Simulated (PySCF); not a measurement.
BCl2H3OSi. Atoms are numbered in the order given.

```xyz
8

B     -0.0950     0.4954     0.0000
Cl    -0.9115     2.0570     0.0000
Cl     1.6842     0.4503     0.0000
O     -0.8058    -0.6336     0.0000
Si    -0.3827    -2.2753     0.0000
H      0.4036    -2.5793     1.2234
H      0.4036    -2.5793    -1.2234
H     -1.6644    -3.0206     0.0000
```
Charge 0, spin multiplicity 1.

Geometry optimised at B3LYP-D3(BJ)/def2-SVP. The structure was generated by enumeration, and PubChem lists no compound with its InChIKey, so it may never have been made. Other conformers were not sampled.

The numbers are results of PBE/pcSseg-1 in PySCF, not measurements.

GIAO shieldings, no solvent; atoms listed in one row are averaged. δ = σ(ref) − σ: ¹¹B against BF3 (σ = 83.9 ppm); ³⁵Cl against HCl (σ = 936.5 ppm); ¹⁷O against H2O (σ = 334.3 ppm); ²⁹Si against TMS (σ = 335.4 ppm); ¹H against TMS (σ = 31.49 ppm), references at their B3LYP-D3(BJ)/def2-TZVP geometries, non-relativistic (without spin–orbit terms, shifts of atoms bonded to Cl or Br come out too high).

```csv
nucleus,atoms,count,δ (ppm)
¹¹B,B1,1,20.9
³⁵Cl,Cl3,1,210.5
³⁵Cl,Cl2,1,202.7
¹⁷O,O4,1,171.4
²⁹Si,Si5,1,-29.7
¹H,"H6, H7, H8",3,5.41
```
